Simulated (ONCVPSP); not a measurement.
# Building the ONCV potential for molybdenum (LDA (Perdew-Wang 92), scalar-relativistic).

ONCVPSP 4.0.1 input, shortened (lines: element, Z, core and valence counts, functional; n l f; lmax; l rc ep ncon nbas qcut; lloc lpopt rc5 dvloc0; l nproj debl; icmod fcfact rcfact), LDA (Perdew-Wang 92), scalar-relativistic:

```
  Mo 42.00    6    4  -001012      upf
    1    0    2.00
    2    0    2.00
    2    1    6.00
    3    0    2.00
    3    1    6.00
    3    2   10.00
    4    0    2.00
    4    1    6.00
    4    2    5.50
    5    0    0.50
    2
    0    1.50    0.00    3    6    9.70
    1    1.95    0.00    4    8    8.00
    2    1.95    0.00    5   10    8.00
    4    5    1.25    0.00
    0    2    3.70
    1    3    2.20
    2    2    2.50
    0    0.00    0.00
```

All-electron outer shells of the reference configuration (LDA (PZ), scalar-relativistic, ld1.x):

```
shell  level (eV)  outermost node (bohr)  outermost maximum (bohr)
   3d     -220.12                      –                      0.32
   4s      -63.30                   0.51                      0.99
   4p      -37.51                   0.52                      1.06
   5s       -4.00                   1.35                      2.97
   4d       -3.17                   0.53                      1.40
```

(1) Does this generation succeed?

Answers

(1) No. ONCVPSP 4.0.1 stopped with "ERROR pspot: first pseudo wave function has node, program will stop": the optimised pseudo-wave of the first projector has a node, so the radial equation cannot be inverted for a potential. It happened in the s channel.
